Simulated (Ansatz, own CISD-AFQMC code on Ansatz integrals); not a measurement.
C3H2, SMILES `[C]1C=C1` (charge 0, multiplicity 1).

Cartesian coordinates (Å):
```xyz
5

C     -0.0205     1.2133     0.0652
C     -0.6177    -0.0440    -0.1699
C      0.6188    -0.0250     0.2901
H     -1.4856    -0.5952    -0.4984
H      1.5050    -0.5491     0.6143
```
Charge 0, multiplicity 1.

Frozen-core energies in cc-pVDZ from Ansatz (a first-principles code) at a geometry from PBE0-D3(BJ)/def2-TZVP; the HF reference has <S^2> = 0.00 and the T1 diagnostic is 0.010.

| level | energy (Ha) |
|---|---|
| HF | -114.63176 |
| MP2 | -114.98348 |
| CCSD | -115.00865 |

### Question
Estimate the energies of CCSD(T), CCSDT, CCSDT(Q), phaseless AFQMC, CISD trial (own CISD-AFQMC code on Ansatz integrals; ±0.39 mHa) and CCSDTQ, and give each level's difference from CCSDTQ.

### Answer

```
level                                                                             energy (Ha)  difference from CCSDTQ (mHa)
--------------------------------------------------------------------------------  -----------  ----------------------------
MP2                                                                                -114.98348                         42.64
CCSD                                                                               -115.00865                         17.47
CCSD(T)                                                                            -115.02452                          1.60
CCSDT                                                                              -115.02506                          1.06
CCSDT(Q)                                                                           -115.02619                         -0.07
phaseless AFQMC, CISD trial (own CISD-AFQMC code on Ansatz integrals; ±0.39 mHa)   -115.02522                          0.90
CCSDTQ                                                                             -115.02612                          0.00
```
